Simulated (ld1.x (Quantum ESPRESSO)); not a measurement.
# u(r) = r·R(r): atom against pseudo-atom (boron (B))

Columns: radius, all-electron u(r) and pseudo u(r) of the 2s shell (level -9.44 eV) of boron in the configuration [He] 2s2 2p1; PBE, non-relativistic, ultrasoft scheme, ld1.x (Quantum ESPRESSO) 7.5.

```json
{"r (bohr)": "0.173", "all-electron": "0.3064", "pseudo": "-0.0615"}
{"r (bohr)": "0.345", "all-electron": "0.1623", "pseudo": "-0.1398"}
{"r (bohr)": "0.518", "all-electron": "-0.0818", "pseudo": "-0.2446"}
{"r (bohr)": "0.690", "all-electron": "-0.3081", "pseudo": "-0.3699"}
{"r (bohr)": "0.862", "all-electron": "-0.4855", "pseudo": "-0.4997"}
{"r (bohr)": "1.035", "all-electron": "-0.6119", "pseudo": "-0.6127"}
{"r (bohr)": "1.208", "all-electron": "-0.6902", "pseudo": "-0.6902"}
{"r (bohr)": "1.380", "all-electron": "-0.7283", "pseudo": "-0.7283"}
{"r (bohr)": "1.553", "all-electron": "-0.7361", "pseudo": "-0.7361"}
{"r (bohr)": "1.725", "all-electron": "-0.7215", "pseudo": "-0.7215"}
{"r (bohr)": "1.898", "all-electron": "-0.6914", "pseudo": "-0.6914"}
{"r (bohr)": "2.070", "all-electron": "-0.6517", "pseudo": "-0.6517"}
{"r (bohr)": "2.242", "all-electron": "-0.6063", "pseudo": "-0.6063"}
{"r (bohr)": "2.415", "all-electron": "-0.5580", "pseudo": "-0.5580"}
{"r (bohr)": "2.588", "all-electron": "-0.5093", "pseudo": "-0.5093"}
{"r (bohr)": "2.760", "all-electron": "-0.4619", "pseudo": "-0.4619"}
{"r (bohr)": "2.932", "all-electron": "-0.4167", "pseudo": "-0.4167"}
{"r (bohr)": "3.105", "all-electron": "-0.3740", "pseudo": "-0.3740"}
{"r (bohr)": "3.278", "all-electron": "-0.3344", "pseudo": "-0.3344"}
{"r (bohr)": "3.450", "all-electron": "-0.2983", "pseudo": "-0.2983"}
{"r (bohr)": "3.623", "all-electron": "-0.2652", "pseudo": "-0.2652"}
{"r (bohr)": "3.795", "all-electron": "-0.2354", "pseudo": "-0.2354"}
{"r (bohr)": "3.968", "all-electron": "-0.2084", "pseudo": "-0.2084"}
{"r (bohr)": "4.140", "all-electron": "-0.1844", "pseudo": "-0.1844"}
{"r (bohr)": "4.312", "all-electron": "-0.1628", "pseudo": "-0.1628"}
{"r (bohr)": "4.485", "all-electron": "-0.1435", "pseudo": "-0.1435"}
```

Question: How many radial nodes do the two functions have?

Answer: The all-electron 2s function has n − l − 1 = 1; the pseudo-wave has 0, since the states of the same l below it are removed with the core.

Question: At about which radius was the pseudo-wave matched?

Answer: 1.15 bohr, where the columns begin to agree (steps of 0.17 bohr).

Question: Where does each function peak?

Answer: Outermost all-electron maximum near 1.55 bohr, pseudo maximum near 1.55 bohr (to the table’s step).

Question: Is the pseudo-wave norm-conserving?

Answer: No, it belongs to an ultrasoft set: the norm inside the radius is not constrained, and the difference is carried by the augmentation charge.
